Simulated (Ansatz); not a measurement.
Born–Oppenheimer molecular dynamics of H6O2Si2 (10 atoms, charge 0, multiplicity 1). It starts from a relaxed structure.

Computed with RKS B3LYP/STO-3G (Ansatz).

```yaml
ensemble: NVT, Langevin thermostat
time_step: 0.5 fs
steps_asked: 250
set_temperature: 1000 K
friction: 0.5 /fs
seed: 245192
```

First frame:

```xyz
10
Properties=species:S:1:pos:R:3
Si -0.011 -0.059 -0.069
Si -0.015 -0.011 2.219
H -1.361 -0.140 2.734
H 0.755 -1.110 2.758
H 0.540 1.212 2.750
O 1.549 0.125 -0.772
H 2.042 -0.732 -0.506
O -0.823 1.270 -0.800
H -1.804 1.134 -0.539
H -0.615 -1.322 -0.495
```

Question: How far do the bonds stretch over the last three quarters of this one trajectory? (Pairs bonded in most of those frames.)

Answer: 
```tsv
bond	mean (Å)	spread (Å)	shortest	longest
Si1–Si2	2.231	0.040	2.16	2.32
Si1–O6	1.718	0.046	1.65	1.80
Si1–O8	1.739	0.045	1.64	1.79
Si1–H10	1.467	0.064	1.33	1.61
Si2–H3	1.440	0.058	1.30	1.59
Si2–H4	1.464	0.052	1.36	1.64
Si2–H5	1.458	0.052	1.34	1.56
O6–H7	1.034	0.045	0.94	1.13
O8–H9	1.035	0.036	0.96	1.12
```

Mean temperature of the second half: 1020 K. A run of 0.12 ps of so small a system gives no equilibrium averages. The friction is so strong that the motion is overdamped, so the time scale means little. Limits of this set-up: minimal basis.

Run time: 2.7 min on 1 thread of AMD EPYC 9R45 96-Core Processor (Zen 5), with other jobs on the host, peak memory 0.11 GiB.
